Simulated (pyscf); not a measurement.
This saddle point was located with ωB97X-D3(BJ)/def2-SVP in PySCF.

```xyz
11

C      1.1108     0.9953     0.4517
Sn    -0.8971     2.0594    -0.6614
H      0.3831     0.6553     1.2149
H      1.2430     0.4685    -0.5139
H      2.1007     0.9966     0.9440
H     -1.2258     3.0259     0.7100
H     -2.4605     1.8982    -1.4234
H      0.0700     2.7495    -1.8908
Ge    -0.5426    -0.6124    -0.1968
H     -1.0094    -1.4600     1.0240
H      0.0664    -1.6938    -1.1382
```
Charge 0, spin multiplicity 1.

Surface: singlet, charge 0. Lowest wavenumbers (cm⁻¹): 662i, 117, 127, 205, 229.

### Question
What reaction is this the transition state of?

### Answer
`[CH3][SnH3]` + `[GeH2]` [singlet] ⇌ `[CH3][GeH2][SnH3]`, an insertion read from left to right: C–Sn broken and C–Ge, Ge–Sn formed. At ωB97M-D3(BJ)/def2-TZVP it lies +41.8 kcal/mol from the left side and +90.2 kcal/mol from the right (each side as separated species at their lowest minima found). On the reactant side the descent ends in a complex (not fully relaxed), 5.6 kcal/mol under the separated species and 40.9 kcal/mol under the saddle at ωB97X-D3(BJ)/def2-TZVP. At ωB97X-D3(BJ)/def2-TZVP the barrier from the zero used here is 35.3 kcal/mol. From the product side, H₃C–GeH₂• + SnH₃• lies, by one bond made or cut, 26.0 kcal/mol under this saddle at ωB97M-D3(BJ)/def2-TZVP. This is the saddle that the search found; another between the same sides may lie lower. Elements up to Kr have no core potential and no relativistic terms here. Elements past Kr carry the def2 core potentials, without spin-orbit coupling.
